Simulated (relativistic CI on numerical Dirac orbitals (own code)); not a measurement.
**Line list: Electric-dipole lines, Nd XXIX**

Method of calculation: Dirac-Coulomb-Breit CI, orbitals from a KLI potential per configuration, model QED, unscaled Slater integrals (own radial code, finite nucleus).

Configuration list (outside the closed core [Ar] 3d10): 4s2 4p2, 4s 4p3, 4s2 4p 4d, 4p4, 4s 4p2 4d, 4s2 4p 4f, 4s 4p2 4f, 4p3 4d, 4s 4p 4d2, 4s2 4d 4f, 4p3 4f, 4s2 4p 5s, 4p2 4d 4f, 4p3 5s, 4s2 4p 5p, 4s 4p 4f2, 4s 4p 4d 5s, 4s2 4f 5s, 4s 4p2 5s, 4s2 4p 5d, 4s 4p2 5p, 4s2 4p 5f, 4s2 4p 5g, 4s 4p2 5d, 4p2 4f 5s, 4s2 4p 6s, 4s 4p2 5f, 4s2 4d2, 4s 4d3, 4s 4d2 4f, 4p2 4d2, 4p 4d3, 4p 4d2 4f, 4p 4d2 5s, 4s2 4f2, 4s 4d 4f2, 4s 4f3, 4p2 4f2, 4p 4d 4f2, 4p 4f3, 4p 4f2 5s, 4s 4p 4d 4f, 4s 4d 4f 5s, 4s2 4d 5s, 4s 4d2 5s, 4p2 4d 5s, 4p 4d 4f 5s, 4p 4d 5s2, 4s 4p 4f 5s, 4s 4f2 5s, 4s 4f 5s2, 4s2 5s2, 4s 4d 5s2. Double excitations out of closed p, d and f shells are left out; levels of such configurations are missing from the list, as are those of other unlisted configurations, and high levels can miss mixing partners. These lack a partner that the ground configuration has and come out too high: 4s 4p2 5p, 4s 4p2 5d, 4s 4p2 5f, 4s2 4p 5p, 4s2 4p 5d.

```tsv
λ vac (Å)	Lower	Upper	A (s⁻¹)	gf	Branching (%)
83.750	4s2 4p2 3P_0 [1]	4s2 4p 4d 3D°_1 [16]	4.84e+11	1.53e+00	85.8
85.198	4s 4p3 3D°_1 [7]	4s 4p2 4d 3F_2 [56]	3.80e+11	2.07e+00	78.3
85.207	4s 4p3 3D°_2 [8]	4s 4p2 4d 3D_2 [70]	2.67e+11	1.45e+00	57.1
85.584	4s 4p3 3D°_3 [9]	4s 4p2 4d 3F_4 [72]	4.51e+11	4.46e+00	96.2
85.640	4s 4p3 5S°_2 [6]	4s 4p2 4d 5P_1 [47]	4.62e+11	1.52e+00	95.6
85.752	4s2 4p2 3P_1 [2]	4s2 4p 4d 3D°_2 [21]	2.27e+11	1.25e+00	46.4
85.993	4s 4p3 5S°_2 [6]	4s 4p2 4d 5P_2 [45]	4.34e+11	2.41e+00	91.6
86.233	4s2 4p2 1D_2 [3]	4s2 4p 4d 3D°_3 [23]	4.60e+11	3.59e+00	95.8
87.654	4s2 4p2 1D_2 [3]	4s2 4p 4d 3D°_2 [21]	2.58e+11	1.49e+00	52.7
88.062	4s 4p3 5S°_2 [6]	4s 4p2 4d 5P_3 [44]	2.47e+11	2.01e+00	82.5
88.563	4s2 4p 4d 3D°_1 [16]	4s2 4d2 3F_2 [90]	4.39e+11	2.58e+00	56.1
88.933	4s 4p3 3D°_3 [9]	4s 4p2 4d 3D_3 [69]	2.56e+11	2.12e+00	56.2
92.872	4s 4p2 4d 3F_4 [72]	4s 4p 4d2 3G°_5 [276]	6.08e+11	8.65e+00	82.7
95.115	4s2 4p 4d 3D°_2 [21]	4s2 4p 4f 1F_3 [106]	4.97e+11	4.72e+00	71.9
95.788	4s2 4p 4d 3D°_3 [23]	4s2 4p 4f 3F_4 [107]	6.04e+11	7.48e+00	87.4
96.331	4s 4p3 3P°_2 [18]	4s 4p2 4d 1F_3 [89]	3.47e+11	3.38e+00	62.8
96.697	4s2 4p 4d 3F°_4 [20]	4s2 4p 4f 3G_5 [101]	2.95e+11	4.55e+00	100.0
96.920	4s2 4p 4d 1F°_3 [26]	4s2 4p 4f 1G_4 [116]	6.65e+11	8.43e+00	86.9
98.133	4s 4p3 1P°_1 [19]	4s 4p2 4d 1D_2 [95]	3.48e+11	2.51e+00	51.9
98.167	4s2 4p2 3P_2 [4]	4s2 4p 4d 1F°_3 [26]	4.15e+11	4.20e+00	87.8
98.995	4s2 4p 4d 3P°_2 [25]	4s2 4p 4f 3D_3 [111]	4.11e+11	4.23e+00	64.3
100.10	4s2 4p 4d 1P°_1 [27]	4s2 4p 4f 1D_2 [115]	5.82e+11	4.37e+00	94.0
100.88	4s2 4p 4d 3F°_4 [20]	4s2 4d2 3F_4 [96]	3.08e+11	4.23e+00	72.4
101.15	4s2 4p2 1S_0 [5]	4s2 4p 4d 1P°_1 [27]	3.61e+11	1.66e+00	95.4
101.91	4s2 4p2 3P_1 [2]	4s2 4p 4d 3P°_2 [17]	2.07e+11	1.61e+00	72.8
102.90	4s2 4p2 3P_2 [4]	4s2 4p 4d 3P°_2 [25]	3.19e+11	2.53e+00	89.8
103.42	4s2 4p 4f 1G_4 [116]	4s2 4d 4f 1H°_5 [338]	7.10e+11	1.25e+01	79.5
103.54	4s 4p3 3D°_3 [9]	4s 4p2 4d 1G_4 [51]	1.06e+11	1.53e+00	91.0
106.91	4s2 4p2 1D_2 [3]	4s2 4p 4d 3F°_3 [15]	9.43e+10	1.13e+00	98.9
117.50	4s2 4p2 1D_2 [3]	4s 4p3 3S°_1 [13]	1.77e+11	1.10e+00	60.5
```

Terms are leading LS components. Brackets give the number of a level in order of energy, since labels repeat. The list gives strong lines, with weight on those to low levels, without lines whose two gauges differ by over a factor of 2.5, among the lowest 400 of 4329 levels, so that lines to higher ones, which can be the strongest, are missing. Levels whose partners in the same complex of configurations lie outside the list can be far off, and so can their lines. Rates are taken at the computed energies, electric ones in the length gauge.

At this charge energies of transitions that change n are usually good to better than 1 %, and those within a shell (Δn = 0) to a few per cent.

(1) From the table, what is the radiative lifetime of 4s2 4p 4d 3D°_2?

Results:

(1) The listed rates from this level add up to about 4.86e+11 s⁻¹, 99 % of its decay; with all channels τ = 2.04e-12 s.

LS names give the leading component of a level, which can be under half, so a name can repeat, a term be missing and a line seem to break the LS rules.
